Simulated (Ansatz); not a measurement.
`[OH][Ge][N]([SiH3])[SiH3]`. Total charge 0; spin multiplicity 1.

```tsv
atom	x (Å)	y (Å)	z (Å)
O1	2.0263	-1.0142	1.7905
Ge2	0.2512	-0.9251	1.9326
N3	-0.2111	-0.1096	0.2994
Si4	0.8897	0.2620	-0.9884
Si5	-1.8998	0.2305	0.0544
H6	2.4506	-0.5696	1.0484
H7	1.0907	-0.8928	-1.9024
H8	0.3717	1.4128	-1.7749
H9	2.2247	0.6400	-0.4400
H10	-2.6453	-0.3275	1.2145
H11	-2.3951	-0.3995	-1.1996
H12	-2.1535	1.6929	-0.0346
```

Task: What are the harmonic wavenumbers in cm⁻¹ at PBE0-D4/def2-TZVP (Ansatz, finite differences of forces, unscaled)? (Estimate.)

Result: The calculation gave: 57, 83, 119, 156, 177, 199, 253, 397, 459, 639, 659, 683, 698, 727, 817, 906, 935, 939, 952, 957, 963, 989, 1001, 2187, 2212, 2217, 2219, 2223, 2225, 3813.

Task: Is this a minimum?

Result: Yes, all 30 modes are real.

Task: Give the ideal-gas thermochemistry at 298.15 K and 1 bar (rigid rotor, harmonic oscillator; point group C1, symmetry number 1).

Result: Zero-point energy 184.6 kJ/mol; H(298) − E = 210.7 kJ/mol; entropy 396.7 J/(mol·K), of which translation 172.6, rotation 120.5, vibration 103.7; G(298) − E = 92.4 kJ/mol. Modes under 100 cm⁻¹ are hindered rotations or soft bends, so the harmonic entropy is rough.
